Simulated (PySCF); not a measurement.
This script is equivalent to a calculation on Cu (copper, neutral).

```python
from pyscf import gto, scf, dft, mp, cc
import basis_set_exchange as bse
mol = gto.M(atom="Cu 0 0 0", charge=0, spin=1, symmetry="D2h",
            basis=gto.basis.parse(bse.get_basis("pcseg-2", elements=["Cu"], fmt="nwchem", header=False)))
mf = dft.UKS(mol, xc="B88,P86")
mf.irrep_nelec = {'Ag': (6, 5), 'B1g': (1, 1), 'B2g': (1, 1), 'B3g': (1, 1), 'B1u': (2, 2), 'B2u': (2, 2), 'B3u': (2, 2)}
mf.kernel()
```

Question: What total energy does it give?

Answer: -1640.793 hartree (calculated).

Question: Which occupied shell lies highest, and where?

Answer: 4s α, at -4.881 eV.

Question: What is ⟨S²⟩, and what would a pure spin state give?

Answer: 0.752, against 0.75.
